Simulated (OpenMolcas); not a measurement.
## CuF (fluorocopper): a line through the functionals

CuF: 2 atoms, total charge 0, spin state singlet. SMILES: `[F][Cu]`. The coordinates come from a PBE0-D4/def2-TZVP relaxation.

The dipole moment y, in D, basis def2-TZVPP; a is the functional's share of exact exchange. Programs: OpenMolcas 26.06.

```
functional     program     a  y (D)
      BLYP  OpenMolcas     0   4.52
       PBE  OpenMolcas     0   4.58
     B3LYP  OpenMolcas   0.2   5.10
      PBE0  OpenMolcas  0.25      ?
     BHLYP  OpenMolcas   0.5   5.73
```

**Question.** Fit y = c + s·a to the known rows and predict PBE0.

**Answer.** 
1. Means of the 4 rows: a = 0.1750, y = 4.982.
2. Σ(Δa)² = 0.1675, Σ(Δa·Δy) = 0.39725, so the slope is 0.39725/0.1675 = 2.3716.
3. Intercept: 4.982 − (2.3716) × 0.1750 = 4.567. The largest residual of the fit is 0.059.
4. PBE0: 4.567 + (2.3716) × 0.25 = 5.16 D.

The run gave 5.27 D, so the prediction is off by -0.11 D, more than the scatter of the fit. More exact exchange makes the molecule more polar here. The rows mix families of semi-local functionals, which the line can't see. The measured value is 5.77 D (NIST CCCBDB).
